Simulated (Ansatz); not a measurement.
Consider the formal exchange of groups at a C–Ge bond: `O[BH][GeH2][CH2]O` + `FBO[SiH3]` → `OCB(F)O[SiH3]` + `O[BH][GeH3]`.

Computed with Ansatz on PBE0-D4/def2-TZVP structures; ΔE is electronic, products minus reactants. CBS: MP2 limit from def2 TZ/QZ plus the TZ coupled-cluster correction, frozen cores. DFT in def2-TZVPP. For Ge outer-core shells are correlated without core-valence functions, which leaves a few kJ/mol of doubt a bond. Scalar relativity is left out up to krypton. One conformer a species, not always the lowest.

`O[BH][GeH2][CH2]O`:

Z-matrix (Å, degrees):
```
Ge
B 1 2.075
C 1 1.981 2 114.3
H 1 1.550 2 109.8 3 119.6
H 1 1.543 2 110.9 3 -123.8
O 2 1.350 1 117.9 3 -0.9
H 2 1.204 1 122.5 3 179.1
O 3 1.416 1 113.6 2 175.8
H 3 1.092 1 108.7 2 -65.9
H 3 1.098 1 109.3 2 50.3
H 6 0.962 2 113.8 1 180.0
H 8 0.960 3 108.5 1 -56.5
```

`FBO[SiH3]`:

```xyz
8

F    -2.352    0.990   -1.000
B    -1.102    0.560   -0.931
O    -0.633    0.157    0.260
Si    0.822   -0.436    0.781
H    -0.444    0.548   -1.932
H     0.591   -1.785    1.347
H     1.778   -0.511   -0.353
H     1.339    0.477    1.827
```

`OCB(F)O[SiH3]`:

Cartesian coordinates in Å:
```
O -0.104 -0.570 1.341
C -0.780 0.658 1.137
B -0.558 1.124 -0.351
F -1.120 2.271 -0.731
O 0.158 0.442 -1.253
Si 1.030 -0.968 -1.328
H -0.233 -0.866 2.244
H -1.860 0.569 1.325
H -0.416 1.444 1.815
H 2.183 -0.932 -0.400
H 1.534 -1.028 -2.722
H 0.165 -2.143 -1.078
```

`O[BH][GeH3]`:

```xyz
8

O     1.603    0.072    0.924
B     0.524   -0.578    0.444
Ge   -0.884    0.491   -0.635
H     2.209   -0.492    1.414
H     0.399   -1.758    0.650
H    -0.543    1.984   -0.783
H    -1.039   -0.103   -2.050
H    -2.269    0.384    0.035
```

| level | ΔE (kJ/mol) |
| --- | --- |
| ωB97M-V | -40.6 |
| HF/CBS(def2) | -40.9 |

What does CCSD(T)/CBS give? (Best estimate.)

The calculation gave: -33.5 kJ/mol. The listed levels differ from it by -7.1, -7.4 kJ/mol.

Largest T1 diagnostic among the species: 0.013.

In def2-TZVPP, CCSD(T) changes the Hartree–Fock value by +7.0 kJ/mol (the triples alone add +1.5 kJ/mol) and MP2 by +10.6 kJ/mol. The D4 term adds −3.3 kJ/mol with B3LYP and −1.8 kJ/mol with PBE0; it sums over pairs of atoms, weighted by their polarisabilities, and B3LYP, whose exchange is more repulsive, gets the larger term. From PBE to PBE0 (25 % exact exchange), in def2-TZVPP and without D4, ΔE moves by −4.7 kJ/mol.

B3LYP here is the variant with VWN-RPA as its local correlation; programs differ in this.
